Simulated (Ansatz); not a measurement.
One change: `COC(C)C` becomes `CC(C)[O][Ge][OH]`.

Ansatz, PBE0-D4/def2-TZVP geometries, multiplicity 1. Each molecule was computed in one conformer, which needn't be the lowest.

Scalar relativity is left out up to krypton.

```csv
property,`COC(C)C`
size of the dipole moment (ωB97M-V/def2-TZVPP) / D,1.19
size of the dipole moment (PBE/def2-TZVPP) / D,1.08
HOMO energy (B3LYP/def2-TZVPP) / eV,-7.08
HOMO energy (ωB97M-V/def2-TZVPP) / eV,-9.72
size of the dipole moment (B3LYP/def2-TZVPP) / D,1.18
HOMO–LUMO gap (B3LYP/def2-TZVPP) / eV,8.02
```

**Question.** Give the same properties after the change, and the shifts. (Best estimate.)

**Answer.** Computed: 
```
                                          property  `CC(C)[O][Ge][OH]`  shift
size of the dipole moment (ωB97M-V/def2-TZVPP) / D                2.31   1.12
    size of the dipole moment (PBE/def2-TZVPP) / D                2.29   1.21
               HOMO energy (B3LYP/def2-TZVPP) / eV               -7.04   0.04
             HOMO energy (ωB97M-V/def2-TZVPP) / eV               -9.44   0.28
  size of the dipole moment (B3LYP/def2-TZVPP) / D                2.36   1.18
             HOMO–LUMO gap (B3LYP/def2-TZVPP) / eV                5.35  -2.67
```

With PBE0 the HOMO rises by 0.09 eV and the LUMO falls by 2.75 eV, so the gap narrows by about 2.84 eV. PBE moves the HOMO by -0.26 eV and ωB97M-V by 0.28 eV. Dipoles are sizes alone; their direction can turn.

B3LYP here is the variant with VWN-RPA as its local correlation; programs differ in this.
